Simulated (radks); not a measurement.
Values are calculated unless marked as measured or tabulated.
Initial-state core-level shifts of the phosphorus ion P3+ when its valence configuration changes from [Ne] 3s2. Code: a radial shooting solver on a logarithmic mesh with Libxc functionals. Model: scalar-relativistic Kohn-Sham, PBE, spin-polarised, spherical densities, finite nucleus; open shells are filled with parallel spins first; Fermi nuclear charge, rms radius 3.1889 fm. Shifts are changes of the shell-averaged eigenvalues in eV (positive: less bound); the change of the density at the nucleus, which sets a Mossbauer isomer shift, is in e/bohr^3, on a base of 2400.

| valence | 1s | 2s | 2p | density at nucleus |
|---|---|---|---|---|
| 3s1 3p1 | -0.913 | -0.960 | -0.937 | -9.4345 |
| 3s1.5 3p0.5 | -0.536 | -0.549 | -0.539 | -4.6917 |
| 3p2 | -2.087 | -2.157 | -2.112 | -19.1168 |
| 3s0.5 3p1.5 | -1.502 | -1.560 | -1.526 | -14.2706 |
